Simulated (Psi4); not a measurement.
Dimer: C2H2 (SMILES C#C) (first 4 atoms) with H2S (SMILES S); geometry from B3LYP-D3(BJ)/def2-TZVP, rigid monomers moved along the line of their centres of mass till C2···H7 is 3.69 Å.
(charge 0, multiplicity 1):
```xyz
7

C     -0.5123     0.7521     0.1693
C     -0.5379    -0.4381     0.0418
H     -0.4887     1.8089     0.2820
H     -0.5590    -1.4951    -0.0700
S      1.3815    -0.4869     4.6724
H      0.1278    -0.5023     5.1523
H      0.9594    -0.2894     3.4114
```

Level of theory: Psi4 1.11 with SAPT0/jun-cc-pV(D+d)Z.

Q: Which attractive term is largest, and how does the interaction split up?

A: electrostatics -25.6, exchange 5.9, induction -2.2, dispersion -10.3, total -32.2 meV; the largest attraction is electrostatics.
